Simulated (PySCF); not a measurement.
Geometry:
```
atom   x (Å)   y (Å)   z (Å)
  C1  -3.983   0.061   0.372
  C2  -2.687  -0.424  -0.258
  C3  -1.458  -0.148   0.599
  C4  -0.154  -0.653  -0.009
  C5   1.089  -0.391   0.871
 Si6   2.616  -0.562  -0.236
  O7   1.956  -0.124  -1.718
 Si8   0.283   0.042  -1.730
  H9  -4.851  -0.152  -0.269
 H10  -4.158  -0.426   1.344
 H11  -3.957   1.148   0.549
 H12  -2.752  -1.508  -0.459
 H13  -2.562   0.054  -1.248
 H14  -1.376   0.941   0.778
 H15  -1.600  -0.603   1.597
 H16  -0.241  -1.747  -0.163
 H17   1.061   0.646   1.252
 H18   1.109  -1.048   1.757
 H19   3.139  -1.960  -0.297
 H20   3.733   0.355   0.132
 H21  -0.098   1.482  -1.871
 H22  -0.301  -0.727  -2.868
```

Geometry: PBE0-D3(BJ)/def2-SVP; GIAO shifts from PySCF 2.14.0 with density-fitted response routines, gas phase, non-relativistic, averaged over equivalent atoms.

At KT2/pcSseg-1 (220 basis functions, 100 s wall time on 1 thread of an Arm Neoverse N1, shared host):
| atoms | δ (ppm) |
| --- | --- |
| C3 | 42.9 |
| C2 | 30.3 |
| C4 | 28.8 |
| C5 | 19.6 |
| C1 | 17.3 |
| Si8 | 5.7 |
| Si6 | 3.1 |
| O7 | 38.4 |
| H22 | 5.32 |
| H20 | 5.31 |
| H19 | 5.16 |
| H21 | 4.94 |
| H15 | 1.78 |
| H12 | 1.36 |
| H16 | 1.32 |
| H18 | 1.24 |
| H14 | 1.24 |
| H9/H10/H11 | 1.02 |
| H13 | 0.96 |
| H17 | 0.88 |

References, each an isolated molecule treated in the same way: 13C (σref 183.22) and 29Si (σref 361.05) and 1H (σref 31.18) against TMS; 17O (σref 330.66) against H2O.

**Question.** What do these become at PBE0/pcSseg-1?

**Answer.** 
```json
{"atoms": "C3", "δ at PBE0/pcSseg-1": "40.5", "change": "-2.4"}
{"atoms": "C2", "δ at PBE0/pcSseg-1": "27.9", "change": "-2.4"}
{"atoms": "C4", "δ at PBE0/pcSseg-1": "25.0", "change": "-3.8"}
{"atoms": "C5", "δ at PBE0/pcSseg-1": "17.7", "change": "-1.9"}
{"atoms": "C1", "δ at PBE0/pcSseg-1": "16.8", "change": "-0.5"}
{"atoms": "Si8", "δ at PBE0/pcSseg-1": "4.9", "change": "-0.8"}
{"atoms": "Si6", "δ at PBE0/pcSseg-1": "1.2", "change": "-1.9"}
{"atoms": "O7", "δ at PBE0/pcSseg-1": "34.3", "change": "-4.1"}
{"atoms": "H22", "δ at PBE0/pcSseg-1": "5.12", "change": "-0.20"}
{"atoms": "H20", "δ at PBE0/pcSseg-1": "5.13", "change": "-0.18"}
{"atoms": "H19", "δ at PBE0/pcSseg-1": "4.99", "change": "-0.17"}
{"atoms": "H21", "δ at PBE0/pcSseg-1": "4.77", "change": "-0.17"}
{"atoms": "H15", "δ at PBE0/pcSseg-1": "1.64", "change": "-0.14"}
{"atoms": "H12", "δ at PBE0/pcSseg-1": "1.23", "change": "-0.13"}
{"atoms": "H16", "δ at PBE0/pcSseg-1": "1.12", "change": "-0.20"}
{"atoms": "H18", "δ at PBE0/pcSseg-1": "1.08", "change": "-0.16"}
{"atoms": "H14", "δ at PBE0/pcSseg-1": "1.13", "change": "-0.11"}
{"atoms": "H9/H10/H11", "δ at PBE0/pcSseg-1": "1.00", "change": "-0.02"}
{"atoms": "H13", "δ at PBE0/pcSseg-1": "0.87", "change": "-0.09"}
{"atoms": "H17", "δ at PBE0/pcSseg-1": "0.79", "change": "-0.09"}
```

Chemical shifts δ = σref − σ; 13C (σ = 184.41 ppm) and 29Si (σ = 351.99 ppm) and 1H (σ = 31.27 ppm) against TMS; H2O for 17O (σ = 334.56 ppm), all at this level.

The largest change is at O7 (oxygen bonded to 2 Si, in a 5-membered ring). Cost: 220 basis functions, 98 s wall time on 1 thread of an Arm Neoverse N1, shared host. The order of the carbon signals is the same at both levels.

Experimental scales use liquid or dissolved standards, which lie at an offset from isolated H2O (liquid H2O: subtract about 36 ppm).
